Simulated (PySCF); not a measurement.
An unknown is described by computed data only.

Formula: C3H7F3N2OSi.

- NMR, other nuclei: isotropic shieldings of nuclei other than C and H, by class: 123 (1 N), 239 (1 N), -121 (1 O), 268 (3 F), 386 (1 Si) ppm [GIAO PBE0/pcSseg-1]
- UV, first state: lowest singlet excitation: 5.44 eV (228 nm, f = 0.004) [TDDFT PBE0/def2-SVPD]
- Polarisability: 82.9 au [PBE0/def2-SVPD]
- Triplet: lowest triplet excitation (Tamm–Dancoff): 4.95 eV [TDA PBE0/def2-SVPD]
- 13C NMR: chemical shifts (computed TMS as zero) by class: 173.2 (1 C), 128.8 (1 C), 47.9 (1 C) ppm [GIAO PBE0/pcSseg-1]
- Rotational structure: rotational constants A, B, C: 2.060, 0.688, 0.590 GHz [PBE0-D3(BJ)/def2-SVP]

Gas-phase values; electronic properties from PySCF, density fitting. Levels stand in brackets. The structure is a single PBE0-D3(BJ)/def2-SVP conformer in the gas phase; no vibrational or solvent corrections. NMR values are class means; diastereotopic atoms form classes of their own.

Q: What is the compound? Reason from the data.

A: Numbering: `[NH2:1][SiH2:2][N:3]([CH:4]=[O:5])[CH2:6][C:7]([F:8])([F:9])[F:10]`. Its formula, C3H7F3N2OSi, gives 1 degree of unsaturation: 0 rings and 1 π bond in the structure found. 3 carbons fall into 3 classes; from least to most shielded: amide carbonyl carbon [C4] (173.2 ppm), CF3 carbon [C7] (128.8 ppm), sp3 carbon bound to nitrogen [C6] (47.9 ppm). The other shieldings belong to: 123 ppm, amide nitrogen [N3]; 239 ppm, silicon-bound nitrogen [N1]; -121 ppm, amide oxygen [O5]; 268 ppm, fluorine of a CF3 group [F8/F9/F10]; 386 ppm, SiH2 silicon [Si2]. The optimised geometry has point group C1 and is an asymmetric top. Structure: `N[SiH2]N(C=O)CC(F)(F)F`. The assignments are read from this structure; whether some other isomer fits the data as well wasn't checked.
